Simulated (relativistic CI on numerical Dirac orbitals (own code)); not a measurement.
# Ligand-field terms of d6

Computed with a parametric ligand-field model of a d^n configuration (Racah B and C, spin-orbit zeta, crystal field), exact diagonalisation.

Field parameters in Wybourne normalisation: Oh B⁴₀ = 21Dq, B⁴₄ = √(5/14) B⁴₀. The field is a parameter set, without covalency.

B = 890 cm⁻¹, C = 3310 cm⁻¹ (C/B = 3.72), Oh, no spin-orbit coupling. Tanabe-Sugano data, E/B above the lowest term (Δ = |10Dq|; b, c mark the second and third term of a kind):

```
 Δ/B    5T2      5E    3T1    3T2  3T1(b)    1A1    1T1    1T2
 1.0   0.00    1.00  18.60  18.93   19.54  27.36  27.83  28.29
 3.0   0.00    3.00  17.37  18.65   19.81  24.18  26.22  28.15
 5.0   0.00    5.00  15.75  18.02   19.82  20.66  24.43  27.93
 7.0   0.00    7.00  14.01  17.09   19.83  17.01  22.58  27.61
 9.0   0.00    9.00  12.21  15.95   19.84  13.29  20.71  27.17
11.0   0.00   11.00  10.38  14.64   19.85   9.52  18.81  26.57
13.0   0.00   13.00   8.52  13.21   19.86   5.72  16.90  25.76
15.0   0.00   15.00   6.64  11.68   19.87   1.89  14.98  24.75
17.0   1.96   18.96   6.71  12.04   21.83   0.00  15.01  25.52
19.0   5.82   24.82   8.67  14.25   25.70   0.00  16.93  28.04
21.0   9.70   30.70  10.64  16.43   29.59   0.00  18.86  30.46
23.0  13.59   36.59  12.61  18.58   33.48   0.00  20.80  32.80
25.0  17.49   42.49  14.58  20.70   37.39   0.00  22.74  35.08
27.0  21.40   48.40  16.55  22.81   41.30   0.00  24.69  37.31
29.0  25.32   54.32  18.53  24.91   45.22   0.00  26.64  39.51
31.0  29.24   60.24  20.51  27.00   49.14   0.00  28.59  41.68
33.0  33.17   66.17  22.49  29.07   53.08   0.00  30.55  43.82
35.0  37.11   72.11  24.47  31.13   57.01   0.00  32.51  45.94
37.0  41.04   78.04  26.45  33.19   60.95   0.00  34.47  48.05
39.0  44.99   83.99  28.43  35.24   64.90   0.00  36.44  50.15
41.0  48.93   89.93  30.41  37.29   68.84   0.00  38.40  52.23
43.0  52.88   95.88  32.40  39.33   72.80   0.00  40.37  54.30
45.0  56.83  101.83  34.39  41.37   76.75   0.00  42.34  56.37
47.0  60.79  107.79  36.37  43.40   80.71   0.00  44.31  58.43
```

The ground term changes from 5T2 to 1A1 between Δ/B = 15.0 and 17.0.
